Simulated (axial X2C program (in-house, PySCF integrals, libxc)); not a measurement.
**AlSn: properties at the nuclei**

Computed with an in-house all-electron X2C program for linear molecules (integrals from PySCF): two-component X2C with atomic mean-field Coulomb and Gaunt terms, Gaussian nuclei, basis Sn dyall-cv3z, Al dyall-v3z with contracted cores.

R = 2.667 Å (near the PBE0 minimum at charge 0 of the determinant lowest at the starting distance; the state shown can have its own minimum elsewhere).

Determinant lowest in the PBE0 search, Ω = 3/2 (⟨Sz⟩ = 1.48, ⟨Lz⟩ = 0.02 at PBE0), spin on the atoms Sn 0.98, Al 0.50:

```
level  Eeff magnitude (GV/cm)  Ws magnitude Sn (kHz)  A∥/gI Sn (MHz)  qzz Sn (a.u.)  A∥/gI Al (MHz)  qzz Al (a.u.)  μ (D)
 PBE0                     3.4                   1.47            -388          -1.42           -1.17          -0.56   0.80
   HF                    2.96                   1.37            -649          -0.92           -40.2          -0.72   1.48
B3LYP                    3.27                   1.42            -283          -1.45            19.9          -0.56   0.87
PBE50                    3.85                   1.67            -448          -1.23           -12.2          -0.61   1.04
  LDA                    2.73                   1.19            -244          -1.68            38.8          -0.50   0.74
```

Determinant 0.51 eV from it at PBE0 and this distance, Ω = 1/2 (⟨Sz⟩ = 0.44, ⟨Lz⟩ = 0.06 at PBE0), spin on the atoms Sn 0.22, Al 0.22:

| level | Eeff magnitude (GV/cm) | Ws magnitude Sn (kHz) | A∥/gI Sn (MHz) | qzz Sn (a.u.) | A∥/gI Al (MHz) | qzz Al (a.u.) | μ (D) |
| --- | --- | --- | --- | --- | --- | --- | --- |
| PBE0 | 2.24 | 2.8 | -101 | -1.68 | 117 | -0.61 | 0.72 |
| HF | 2.53 | 2.71 | 371 | -4.05 | 62.4 | -0.83 | 0.74 |
| B3LYP | 1.91 | 2.42 | 14.4 | -1.83 | 143 | -0.64 | 0.81 |
| PBE50 | 1.72 | 2.23 | -210 | -1.99 | 85.5 | -0.67 | 0.85 |
| LDA | 1.9 | 2.37 | 192 | -1.77 | 200 | -0.58 | 0.74 |

Eeff is the effective electric field on the electron electric dipole moment in this Ω state and Ws the scalar–pseudoscalar constant of the nucleus named (defined with the proton number Z and per Ω); A∥ (defined per Ω) follows by multiplying with gI = μI/(I μN); qzz is the electric field gradient, eQq0 = 234.96 MHz × Q/barn × qzz; μ is positive if the Al end (last atom) is positive. The operators were transformed with the bare-nucleus X2C matrices; with these basis sets, hyperfine constants and field gradients can be off by tens of per cent, and where levels differ in sign neither size nor sign is settled.

(1) With Q(27Al) = 0.1466 barn (Q from Pyykkö, Mol. Phys. 2018), turn the PBE0 values of the first state into constants in MHz.

Each state is one determinant with collinear spin, which with several unpaired electrons need not be a pure state. Unrestricted Hartree–Fock can overshoot spin polarisation at the nuclei. In the state Ω = 1/2 the sign of Eeff differs between levels (HF against PBE0). This is the top spin component of a Σ state; components of lower Ω are not single determinants and can lie lower. With several open shells hyperfine constants can be off by a factor of several. States lie within half an eV, so the first need not be the ground state. The sign of Ws at Sn differs between levels in the second state. Further determinants of the search, some of them spin-mixed, are not shown. Where a field gradient or hyperfine factor spreads by more than a factor of two over the levels, a constant derived from it is not to be relied on. PBE0 term energies can be off by some tenths of an eV.

Results:

(1) eQq0(27Al) = 234.96 × (0.1466) × (-0.56) = -19.3 MHz.
